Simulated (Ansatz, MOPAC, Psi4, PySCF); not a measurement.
Dimer: HF (SMILES F) (first 2 atoms) with HBr (SMILES Br); geometry from B3LYP-D3(BJ)/def2-TZVP.
(charge 0, multiplicity 1):
```xyz
4

F     -0.36219     0.13537     0.36942
H     -0.22032    -0.77429     0.26520
Br    -0.04214     0.92178     3.73986
H     -0.21402     0.81032     2.32466
```

Monomers are frozen at their geometry in the pair; levels with a basis set take the counterpoise correction. Rows marked so take none.

Frozen-core correlation. Filled d and f shells under p-block atoms count as core. Rows in 3-21G carry no dispersion term and start afresh at each structure; the Pople sets are all-electron and without relativity. The state that PM3, PM6, PM7 reach isn't checked; PM7 holds dispersion and hydrogen-bond terms.

The values were computed with Ansatz (a first-principles code); MOPAC for PM3, PM6, PM7 (differences of heats of formation); Psi4 for SAPT; PySCF for 3-21G rows, the dispersion terms. Values without a source in brackets are computed.

```
level                          interaction energy (kcal/mol)
-----------------------------  -----------------------------
PM3                                                    -1.40
PM6                                                     1.14
PM7                                                     1.78
B3LYP/3-21G (no counterpoise)                          -9.17
B3LYP/def2-TZVPPD                                      -1.75
B2PLYP-D3(BJ)/def2-TZVPPD                              -2.24
B2PLYP-D4/def2-TZVPPD                                  -2.21
CCSD(T)/aug-cc-pVQZ                                    -2.23
SAPT0/aug-cc-pVDZ                                 (withheld)
```

Question: Complete the blanks.

Answer: 
- SAPT0/aug-cc-pVDZ, interaction energy (kcal/mol): -2.59
